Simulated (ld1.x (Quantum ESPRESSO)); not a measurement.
Configuration tests for osmium (TM)

* Element: Os
* Generator: ld1.x (Quantum ESPRESSO) 7.5
* Type: norm-conserving Troullier–Martins (Kleinman–Bylander form)
* Functional: PBE
* Relativity: scalar-relativistic
* Frozen core: [Xe] 4f14
* Valence charge: 8
* Reference configuration: 5d5 6s0 6p0 (charge +3)
* Partial waves: 6p (bound, empty): rc 2.35 bohr; 5d (bound): rc 2.10 bohr; 6s (bound, empty): rc 2.05 bohr
* Local potential: the s channel
* Core correction: Bessel-smoothed model core inside 2.15 bohr

Energies are relative to the spin-unpolarised reference configuration 5d5 6s0 6p0; without spin polarisation the order of configurations can differ from experiment. The frozen-core shift is the all-electron ΔE with the core orbitals held at their reference shape minus the fully relaxed ΔE.

```
valence configuration  charge  ΔE all-electron (eV)  error AE − PS (meV)  frozen-core shift (meV)
          5d6 6s2 6p0       0               -55.338                  -71                      +97
          5d6 6s0 6p0      +2               -28.847                 -120                      +85
          5d5 6s2 6p1       0               -49.233                 +9.7                     +8.1
          5d6 6s1 6p1       0               -50.281                  -48                      +90
          5d6 6s0 6p1      +1               -39.616                  -65                      +85
```

Question: What are ΔE and the potential's error for 5d4 6s0 6p0?

Answer: ΔE = 41.478 eV all-electron; the error (AE − PS) is -186 meV.

Question: What are ΔE and the potential's error for 5d6 6s1 6p0?

Answer: ΔE = -45.761 eV all-electron; the error (AE − PS) is -101 meV.

Levels in the configuration 5d6 6s0 6p1:

```
level  all-electron (eV)  pseudo (eV)
   5d            -15.560      -15.397
   6p             -7.892       -7.942
```
